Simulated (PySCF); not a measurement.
**Atomic charges against the basis set**

HCF2CF2OMe, C3H4F4O.
Numbering: `[CH3:1][O:2][C:3]([F:4])([F:5])[CH:6]([F:7])[F:8]` (hydrogens: H9, H10, H11 on C1; H12 on C6)

PBE0 throughout (PySCF), one geometry, spherical d and f functions. Geometry: PBE0-D3(BJ)/def2-SVP, one conformer, isolated molecule. Atoms taken as equivalent share a column and are averaged. The first 7 of 8 kinds of atom are listed.

Mulliken charges (e):

| basis | functions | C1 | O2 | C3 | F4/F5 | C6 | F7/F8 | H9/H10/H11 |
| --- | --- | --- | --- | --- | --- | --- | --- | --- |
| STO-3G | 44 | -0.139 | -0.228 | +0.306 | -0.119 | +0.141 | -0.103 | +0.095 |
| pcSseg-0 | 80 | -0.356 | -0.663 | +0.858 | -0.339 | +0.509 | -0.342 | +0.254 |
| 6-31G | 80 | -0.268 | -0.502 | +0.677 | -0.286 | +0.426 | -0.286 | +0.205 |
| 6-31G* | 120 | -0.306 | -0.488 | +0.838 | -0.325 | +0.456 | -0.304 | +0.198 |
| cc-pVDZ | 132 | +0.048 | -0.304 | +0.377 | -0.192 | +0.405 | -0.187 | +0.064 |
| def2-SVP | 132 | +0.105 | -0.359 | +0.415 | -0.208 | +0.442 | -0.210 | +0.064 |
| pcSseg-1 | 156 | -0.057 | -0.498 | +0.676 | -0.290 | +0.525 | -0.283 | +0.130 |
| aug-cc-pVDZ | 220 | +0.674 | -0.623 | +1.279 | -0.509 | +1.248 | -0.449 | -0.134 |
| 6-311+G(2d,p) | 240 | -0.284 | -0.365 | +0.719 | -0.345 | +0.509 | -0.281 | +0.168 |
| def2-TZVP | 272 | -0.255 | -0.241 | +0.393 | -0.176 | +0.261 | -0.168 | +0.147 |
| cc-pVTZ | 296 | -0.132 | -0.244 | +0.409 | -0.180 | +0.320 | -0.169 | +0.102 |
| IGLO-III | 320 | -0.261 | -0.230 | +0.479 | -0.215 | +0.316 | -0.219 | +0.149 |

IAO charges (e):

```json
{"basis": "STO-3G", "functions": "44", "C1": "-0.267", "O2": "-0.231", "C3": "+0.369", "F4/F5": "-0.149", "C6": "+0.157", "F7/F8": "-0.130", "H9/H10/H11": "+0.138"}
{"basis": "pcSseg-0", "functions": "80", "C1": "-0.238", "O2": "-0.350", "C3": "+0.631", "F4/F5": "-0.275", "C6": "+0.373", "F7/F8": "-0.260", "H9/H10/H11": "+0.163"}
{"basis": "6-31G", "functions": "80", "C1": "-0.260", "O2": "-0.342", "C3": "+0.628", "F4/F5": "-0.277", "C6": "+0.374", "F7/F8": "-0.262", "H9/H10/H11": "+0.169"}
{"basis": "6-31G*", "functions": "120", "C1": "-0.218", "O2": "-0.365", "C3": "+0.695", "F4/F5": "-0.294", "C6": "+0.426", "F7/F8": "-0.279", "H9/H10/H11": "+0.154"}
{"basis": "cc-pVDZ", "functions": "132", "C1": "-0.217", "O2": "-0.360", "C3": "+0.691", "F4/F5": "-0.294", "C6": "+0.421", "F7/F8": "-0.278", "H9/H10/H11": "+0.154"}
{"basis": "def2-SVP", "functions": "132", "C1": "-0.209", "O2": "-0.360", "C3": "+0.691", "F4/F5": "-0.295", "C6": "+0.425", "F7/F8": "-0.279", "H9/H10/H11": "+0.151"}
{"basis": "pcSseg-1", "functions": "156", "C1": "-0.216", "O2": "-0.364", "C3": "+0.692", "F4/F5": "-0.298", "C6": "+0.427", "F7/F8": "-0.283", "H9/H10/H11": "+0.156"}
{"basis": "aug-cc-pVDZ", "functions": "220", "C1": "-0.225", "O2": "-0.365", "C3": "+0.700", "F4/F5": "-0.301", "C6": "+0.428", "F7/F8": "-0.287", "H9/H10/H11": "+0.159"}
{"basis": "6-311+G(2d,p)", "functions": "240", "C1": "-0.227", "O2": "-0.366", "C3": "+0.699", "F4/F5": "-0.301", "C6": "+0.427", "F7/F8": "-0.287", "H9/H10/H11": "+0.160"}
{"basis": "def2-TZVP", "functions": "272", "C1": "-0.224", "O2": "-0.368", "C3": "+0.707", "F4/F5": "-0.302", "C6": "+0.433", "F7/F8": "-0.288", "H9/H10/H11": "+0.159"}
{"basis": "cc-pVTZ", "functions": "296", "C1": "-0.226", "O2": "-0.367", "C3": "+0.706", "F4/F5": "-0.301", "C6": "+0.432", "F7/F8": "-0.287", "H9/H10/H11": "+0.159"}
{"basis": "IGLO-III", "functions": "320", "C1": "-0.227", "O2": "-0.367", "C3": "+0.703", "F4/F5": "-0.302", "C6": "+0.430", "F7/F8": "-0.288", "H9/H10/H11": "+0.160"}
```

Hirshfeld charges (e):

```tsv
basis	functions	C1	O2	C3	F4/F5	C6	F7/F8	H9/H10/H11
STO-3G	44	+0.040	-0.160	+0.224	-0.093	+0.147	-0.072	+0.024
pcSseg-0	80	-0.025	-0.135	+0.219	-0.104	+0.133	-0.095	+0.051
6-31G	80	-0.016	-0.155	+0.223	-0.107	+0.140	-0.099	+0.053
6-31G*	120	-0.018	-0.144	+0.215	-0.100	+0.132	-0.092	+0.048
cc-pVDZ	132	-0.034	-0.124	+0.208	-0.094	+0.116	-0.085	+0.048
def2-SVP	132	-0.035	-0.128	+0.216	-0.097	+0.122	-0.090	+0.049
pcSseg-1	156	-0.035	-0.135	+0.220	-0.098	+0.126	-0.094	+0.051
aug-cc-pVDZ	220	-0.041	-0.137	+0.213	-0.096	+0.121	-0.093	+0.053
6-311+G(2d,p)	240	-0.032	-0.140	+0.212	-0.098	+0.125	-0.095	+0.053
def2-TZVP	272	-0.037	-0.135	+0.212	-0.096	+0.122	-0.093	+0.052
cc-pVTZ	296	-0.040	-0.131	+0.212	-0.095	+0.120	-0.091	+0.051
IGLO-III	320	-0.041	-0.137	+0.213	-0.096	+0.122	-0.093	+0.053
```

Some averages cover members that differ in this geometry, most widely: H9/H10/H11, Mulliken in aug-cc-pVDZ -0.282 to -0.057; H9/H10/H11, Mulliken in cc-pVTZ +0.093 to +0.118 e.

Task: Which scheme is steadiest as the basis changes?

Result: Largest range over the bases for any column: Hirshfeld 0.08 e, IAO 0.34 e, Mulliken 1.11 e. Hirshfeld charges move least and Mulliken charges most, counted in e. Without the minimal STO-3G basis the ranges are Hirshfeld 0.03, IAO 0.08, Mulliken 1.03 e.

Task: How much do the charges still move between the two largest bases, cc-pVTZ and IGLO-III?

Result: At most, over all atoms: Mulliken 0.129 e, IAO 0.005 e, Hirshfeld 0.005 e.

Task: What do the same runs give for the total energy, the frontier levels and the dipole moment?

Result: 
| basis | energy (Eh) | HOMO (eV) | LUMO (eV) | μ (D) |
| --- | --- | --- | --- | --- |
| STO-3G | -582.5219 | -4.87 | 7.51 | 1.33 |
| pcSseg-0 | -589.3409 | -9.47 | 2.25 | 3.07 |
| 6-31G | -590.5505 | -9.32 | 2.28 | 3.02 |
| 6-31G* | -590.7104 | -9.00 | 2.81 | 2.43 |
| cc-pVDZ | -590.7540 | -9.07 | 2.08 | 2.51 |
| def2-SVP | -590.2776 | -9.24 | 2.08 | 2.61 |
| pcSseg-1 | -590.6783 | -9.35 | 1.56 | 2.73 |
| aug-cc-pVDZ | -590.8062 | -9.34 | -0.10 | 2.65 |
| 6-311+G(2d,p) | -590.9186 | -9.38 | 0.28 | 2.70 |
| def2-TZVP | -590.9800 | -9.33 | 1.41 | 2.61 |
| cc-pVTZ | -590.9489 | -9.26 | 1.38 | 2.55 |
| IGLO-III | -590.9877 | -9.35 | 0.81 | 2.64 |

The dipole is fixed by the density alone, so its range of 1.74 D shows that the density itself changes with the basis, not only its division among atoms.
